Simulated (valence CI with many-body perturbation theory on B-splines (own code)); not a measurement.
**E1 line list for Se²⁸⁺**

Method: valence CI with perturbative core correlation (CI+MBPT): four valence electrons over a frozen Dirac-Fock core [He], a basis of 11 s, 11 p, 9 d, 7 f, 5 g, 2 h, 1 i functions for each j, with the one-electron correlation potential Σ1 (screened to all orders), the two-electron term Σ2, the three-electron term Σ3, Breit, model QED; selected single and double excitations, second order for the rest (own B-spline code, finite nucleus).

The last digits are not significant, and no measured levels were compared; by estimate large intervals hold to a few tenths of a per cent, small ones and those within an open d or f shell to about a per cent. Among the levels kept, up to 280 cm⁻¹ of a level comes from second order outside the variational space, and about a tenth of that is noise between levels of different J, which matters for small intervals.

Lines 151 to 200 of 252 in falling wavelength, among levels below 2004.2 eV, chosen from the strongest by gf and those to the six lowest levels. Wavelengths and rates use the calculated energies. Electric multipoles are in the length gauge, E1 and E2 with the static RPA response of the core. Weak lines are less certain than strong ones. Lines between different terms over intervals too small for the method are left out, as are lines whose strength nearly cancels. Where a level lies close to another of its J and parity, the split of strength between their lines is uncertain. The highest levels of a list are the least certain.

Levels are named by their leading jj configuration (3d3/2^4 stands for four electrons in 3d with j = 3/2), which in mixed levels can hold well under half, so a name can repeat and another be missing. Letters in brackets count levels of one name in rising energy.

```csv
λ vac (nm),Upper,Lower,A (s⁻¹),S (a.u.)
0.6836,(2s^2 2p3/2 3d5/2) J=2,(2s^2 2p3/2^2) J=2,3.61e+13,2.85e-02
0.6833,(2s 2p1/2 2p3/2 3d5/2) J=3 [c],(2s 2p1/2 2p3/2^2) J=2 [a],2.61e+13,2.88e-02
0.6814,(2s 2p1/2 2p3/2 3p1/2) J=1 [a],(2s^2 2p3/2^2) J=2,4.93e+11,2.31e-04
0.6812,(2s^2 2p1/2 3d5/2) J=2,(2s^2 2p1/2 2p3/2) J=1,4.54e+13,3.54e-02
0.6809,(2s^2 2p1/2 3d3/2) J=1,(2s^2 2p1/2 2p3/2) J=1,9.26e+12,4.33e-03
0.6804,(2s 2p1/2 2p3/2 3d5/2) J=2 [b],(2s 2p1/2^2 2p3/2) J=1,7.71e+12,5.99e-03
0.6803,(2s 2p3/2^2 3s) J=3,(2s 2p1/2^2 2p3/2) J=2,3.53e+11,3.84e-04
0.6803,(2s^2 2p3/2 3d5/2) J=3,(2s^2 2p3/2^2) J=2,9.05e+13,9.84e-02
0.6795,(2s^2 2p3/2 3d5/2) J=1,(2s^2 2p3/2^2) J=2,2.89e+12,1.34e-03
0.6795,(2s 2p1/2 2p3/2 3p1/2) J=2 [a],(2s^2 2p3/2^2) J=2,2.29e+11,1.78e-04
0.6762,(2s 2p1/2 2p3/2 3d3/2) J=1 [a],(2s 2p1/2^2 2p3/2) J=2,6.61e+12,3.03e-03
0.6761,(2s 2p1/2 2p3/2 3d3/2) J=2 [a],(2s 2p1/2^2 2p3/2) J=2,1.62e+13,1.24e-02
0.6755,(2s 2p1/2 2p3/2 3d3/2) J=3,(2s 2p1/2^2 2p3/2) J=2,2.77e+13,2.95e-02
0.6750,(2s 2p1/2 2p3/2 3p1/2) J=3,(2s^2 2p3/2^2) J=2,1.58e+12,1.68e-03
0.6722,(2s 2p1/2^2 3p1/2) J=0,(2s^2 2p1/2 2p3/2) J=1,2.09e+12,3.14e-04
0.6721,(2s 2p1/2 2p3/2 3d5/2) J=2 [a],(2s 2p1/2^2 2p3/2) J=2,2.04e+12,1.53e-03
0.6718,(2s 2p1/2^2 3p1/2) J=1,(2s^2 2p1/2 2p3/2) J=1,3.16e+12,1.42e-03
0.6707,(2s 2p1/2 2p3/2 3d5/2) J=3 [a],(2s 2p1/2^2 2p3/2) J=2,1.87e+13,1.95e-02
0.6701,(2s^2 2p3/2 3d3/2) J=2,(2s^2 2p1/2 2p3/2) J=2,1.24e+13,9.24e-03
0.6699,(2s 2p1/2 2p3/2 3p1/2) J=1 [b],(2s^2 2p3/2^2) J=0,3.97e+11,1.77e-04
0.6696,(2s 2p1/2 2p3/2 3d5/2) J=1 [a],(2s 2p1/2^2 2p3/2) J=2,4.26e+11,1.89e-04
0.6696,(2s 2p1/2^2 3p3/2) J=2,(2s^2 2p1/2 2p3/2) J=2,3.75e+12,2.78e-03
0.6688,(2s 2p1/2 2p3/2 3d5/2) J=3 [b],(2s 2p1/2^2 2p3/2) J=2,2.38e+13,2.46e-02
0.6687,(2s^2 2p3/2 3d3/2) J=3,(2s^2 2p1/2 2p3/2) J=2,5.32e+13,5.49e-02
0.6687,(2s 2p1/2 2p3/2 3d3/2) J=2 [b],(2s 2p1/2^2 2p3/2) J=2,6.65e+13,4.91e-02
0.6684,(2s 2p1/2 2p3/2 3p3/2) J=2 [b],(2s^2 2p3/2^2) J=2,8.09e+11,5.96e-04
0.6682,(2s 2p1/2 2p3/2 3d3/2) J=1 [b],(2s 2p1/2^2 2p3/2) J=2,8.31e+13,3.67e-02
0.6680,(2s 2p1/2^2 3p3/2) J=1,(2s^2 2p1/2 2p3/2) J=2,2.40e+12,1.06e-03
0.6677,(2s^2 2p3/2 3d3/2) J=1,(2s^2 2p1/2 2p3/2) J=2,9.68e+12,4.27e-03
0.6675,(2s 2p1/2 2p3/2 3p3/2) J=1 [b],(2s^2 2p3/2^2) J=2,1.45e+12,6.39e-04
0.6674,(2s^2 2p3/2 3d5/2) J=2,(2s^2 2p1/2 2p3/2) J=2,1.45e+13,1.06e-02
0.6673,(2s^2 2p1/2 3d3/2) J=1,(2s^2 2p1/2^2) J=0,6.75e+13,2.97e-02
0.6672,(2s 2p1/2 2p3/2 3p3/2) J=3 [b],(2s^2 2p3/2^2) J=2,1.01e+12,1.04e-03
0.6668,(2s^2 2p3/2 3d3/2) J=2,(2s^2 2p1/2 2p3/2) J=1,1.82e+13,1.33e-02
0.6663,(2s 2p1/2^2 3p3/2) J=2,(2s^2 2p1/2 2p3/2) J=1,6.39e+12,4.66e-03
0.6653,(2s 2p1/2 2p3/2 3p1/2) J=1 [a],(2s^2 2p1/2 2p3/2) J=2,1.93e+12,8.42e-04
0.6648,(2s 2p1/2 2p3/2 3d5/2) J=2 [b],(2s 2p1/2^2 2p3/2) J=2,2.75e+11,2.00e-04
0.6647,(2s 2p1/2^2 3p3/2) J=1,(2s^2 2p1/2 2p3/2) J=1,1.80e+12,7.82e-04
0.6645,(2s 2p1/2 2p3/2 3p1/2) J=1 [c],(2s^2 2p3/2^2) J=0,4.10e+11,1.78e-04
0.6644,(2s^2 2p3/2 3d3/2) J=1,(2s^2 2p1/2 2p3/2) J=1,3.66e+13,1.59e-02
0.6644,(2s 2p1/2 2p3/2 3d5/2) J=3 [c],(2s 2p1/2^2 2p3/2) J=2,1.94e+12,1.96e-03
0.6643,(2s^2 2p3/2 3d5/2) J=3,(2s^2 2p1/2 2p3/2) J=2,1.06e+13,1.07e-02
0.6642,(2s^2 2p3/2 3d3/2) J=0,(2s^2 2p1/2 2p3/2) J=1,4.78e+13,6.92e-03
0.6640,(2s^2 2p3/2 3d5/2) J=2,(2s^2 2p1/2 2p3/2) J=1,5.48e+12,3.96e-03
0.6636,(2s 2p1/2 2p3/2 3p1/2) J=2 [c],(2s^2 2p3/2^2) J=2,1.90e+12,1.37e-03
0.6635,(2s 2p1/2 2p3/2 3p1/2) J=2 [a],(2s^2 2p1/2 2p3/2) J=2,2.04e+11,1.47e-04
0.6620,(2s 2p1/2 2p3/2 3p1/2) J=1 [a],(2s^2 2p1/2 2p3/2) J=1,2.18e+12,9.35e-04
0.6619,(2s 2p1/2 2p3/2 3p1/2) J=1 [b],(2s^2 2p3/2^2) J=2,1.25e+12,5.36e-04
0.6609,(2s 2p1/2 2p3/2 3p3/2) J=1 [d],(2s^2 2p3/2^2) J=0,7.22e+11,3.09e-04
0.6602,(2s^2 2p3/2 3d5/2) J=1,(2s^2 2p1/2 2p3/2) J=1,1.10e+12,4.67e-04
```
